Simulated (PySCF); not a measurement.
C₂H₆BNO, SMILES C(B(O)N)=C.

The structure is a stationary point at r2SCAN-D4/def2-SVP. The structure was generated by enumeration, and PubChem lists no compound with its InChIKey, so it may never have been made. One conformer was computed; it need not be the lowest.

Two levels are set side by side: PBE/def2-TZVP (PySCF) and M06-2X/def2-TZVP (PySCF). Same geometry, gas phase. Differences are taken from unrounded values.

```json
[
 {"quantity": "orbital gap (eV)", "M06-2X": "9.21"},
 {"quantity": "highest occupied level (eV)", "M06-2X": "-8.63"},
 {"quantity": "lowest empty level (eV)", "M06-2X": "0.58"},
 {"quantity": "dipole moment (D)", "M06-2X": "2.44"},
 {"quantity": "mean polarisability (bohr³)", "M06-2X": "49.7"}
]
```

### Question
What does PBE give, and how far is it from M06-2X? (Estimate from the structure and the level; the computed values follow.)

### Answer

```
quantity                       PBE  PBE minus M06-2X
---------------------------  -----  ----------------
orbital gap (eV)              4.87             -4.34
highest occupied level (eV)  -6.17              2.46
lowest empty level (eV)      -1.29             -1.88
dipole moment (D)             2.52              0.08
mean polarisability (bohr³)   52.6               2.9
```

PBE's occupied levels lie high since its potential decays too fast outside the molecule; exact exchange lowers them and widens the gap. Loosely held outer electrons make PBE densities more polarisable. Differences between two approximate levels are no errors against the true value.

Rough cost on one machine, each run with all the roots and properties that it gave: M06-2X against PBE about 4 times.
